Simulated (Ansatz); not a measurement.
Consider the isomerisation: `C[SiH]([SiH3])BO` → `BOC([SiH3])[SiH3]`.

Calculated with Ansatz (gas phase, PBE0-D4/def2-TZVP geometries, no zero-point term in ΔE). CBS: MP2 limit from def2 TZ/QZ plus the TZ coupled-cluster correction, frozen cores. DFT in def2-TZVPP. HSE06 is defined as in plane-wave codes. Each species was taken in one conformer, which may not be the lowest.

`C[SiH]([SiH3])BO`:

```xyz
14

C     1.013    1.164    1.157
Si    0.622   -0.029   -0.246
Si   -0.987    0.897   -1.681
B    -0.096   -1.814    0.372
O    -0.521   -1.934    1.652
H     1.351    2.130    0.778
H     0.125    1.328    1.772
H     1.794    0.755    1.801
H     1.838   -0.254   -1.087
H    -2.265    1.135   -0.953
H    -0.532    2.203   -2.236
H    -1.276   -0.015   -2.823
H    -0.191   -2.761   -0.369
H    -0.876   -2.803    1.861
```

`BOC([SiH3])[SiH3]`:

Cartesian coordinates in Å:
```
B -0.648 -0.642 2.205
O -0.456 -0.808 0.887
C 0.073 0.234 0.051
Si -1.227 0.687 -1.247
Si 1.713 -0.357 -0.687
H -1.094 -1.576 2.803
H -0.376 0.407 2.727
H 0.277 1.131 0.654
H -2.475 1.119 -0.565
H -0.698 1.801 -2.078
H -1.514 -0.485 -2.111
H 2.652 -0.705 0.411
H 2.286 0.744 -1.507
H 1.486 -1.548 -1.543
```

```json
{"level": "LDA (SPW92)", "ΔE (kJ/mol)": "109.6", "difference from CCSD(T)/CBS": "10.3"}
{"level": "PBE-D4", "ΔE (kJ/mol)": "116.0", "difference from CCSD(T)/CBS": "16.7"}
{"level": "BLYP-D4", "ΔE (kJ/mol)": "91.6", "difference from CCSD(T)/CBS": "-7.7"}
{"level": "r2SCAN-D4", "ΔE (kJ/mol)": "108.6", "difference from CCSD(T)/CBS": "9.3"}
{"level": "PBE0-D4", "ΔE (kJ/mol)": "115.2", "difference from CCSD(T)/CBS": "15.9"}
{"level": "r2SCANh-D4", "ΔE (kJ/mol)": "108.8", "difference from CCSD(T)/CBS": "9.5"}
{"level": "HSE06-D4", "ΔE (kJ/mol)": "115.4", "difference from CCSD(T)/CBS": "16.1"}
{"level": "CAM-B3LYP-D4", "ΔE (kJ/mol)": "88.2", "difference from CCSD(T)/CBS": "-11.1"}
{"level": "ωB97M-V", "ΔE (kJ/mol)": "91.9", "difference from CCSD(T)/CBS": "-7.4"}
{"level": "revPBE", "ΔE (kJ/mol)": "121.6", "difference from CCSD(T)/CBS": "22.3"}
{"level": "PBE0", "ΔE (kJ/mol)": "117.0", "difference from CCSD(T)/CBS": "17.7"}
{"level": "r2SCANh", "ΔE (kJ/mol)": "109.2", "difference from CCSD(T)/CBS": "9.9"}
{"level": "BHLYP", "ΔE (kJ/mol)": "91.8", "difference from CCSD(T)/CBS": "-7.5"}
{"level": "RPA@PBE/def2-TZVPP", "ΔE (kJ/mol)": "86.6", "difference from CCSD(T)/CBS": "-12.7"}
{"level": "CCSD(T)/def2-TZVPP", "ΔE (kJ/mol)": "97.7", "difference from CCSD(T)/CBS": "-1.6"}
{"level": "HF/def2-QZVPP", "ΔE (kJ/mol)": "80.0", "difference from CCSD(T)/CBS": "-19.3"}
{"level": "CCSD(T)/CBS", "ΔE (kJ/mol)": "99.3", "difference from CCSD(T)/CBS": "0"}
```

(1) What do rigid-rotor, harmonic-oscillator terms from PBE0-D4/def2-TZVP frequencies (298.15 K, 1 bar) make of the CCSD(T)/CBS value? (Estimate.)

Largest T1 diagnostic among the species: 0.014.

Results:

(1) Computed: ΔZPE = -13.9 kJ/mol, ΔH = +83.4 kJ/mol, ΔS = -19 J/(mol·K), ΔG = +89.0 kJ/mol. Modes under 50 cm⁻¹ make the entropy rough.

The D4 term adds −3.8 kJ/mol with B3LYP and −1.8 kJ/mol with PBE0; it sums over pairs of atoms, weighted by their polarisabilities, and B3LYP, whose exchange is more repulsive, gets the larger term. Leaving LDA and LC-ωPBE aside and taking each functional with its dispersion term where it has one, the values spread over 27.8 kJ/mol, from CAM-B3LYP-D4 to PBE-D4. LDA lies −8.7 kJ/mol from PBE without D4.

CCSD(T)/CBS has its own doubt, a few kJ/mol and more with outer-core shells, so smaller differences from it don't rank the levels.

B3LYP here is the variant with VWN-RPA as its local correlation; programs differ in this.
